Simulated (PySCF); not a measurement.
C3H8N2Si, SMILES N1C[C@H](C=1[SiH3])N.

Coordinates come from a PBE0-D3(BJ)/def2-SVP optimisation. The structure was generated by enumeration; whether it is a known compound was not checked. Other conformers were not sampled.

Vertical ionisation energy (IE) and electron affinity (EA) in eV. Rows of orbital energies are one-electron estimates. Where ΔSCF, EOM or ADC give a negative EA the extra electron is unbound and the value depends on the basis.

| level | IE | EA |
|---|---|---|
| −ε(HOMO), −ε(LUMO), CAM-B3LYP/def2-TZVP (PySCF) | 8.23 | -0.28 |
| −ε(HOMO), −ε(LUMO), PBE/def2-TZVP (PySCF) | 5.43 | 1.93 |
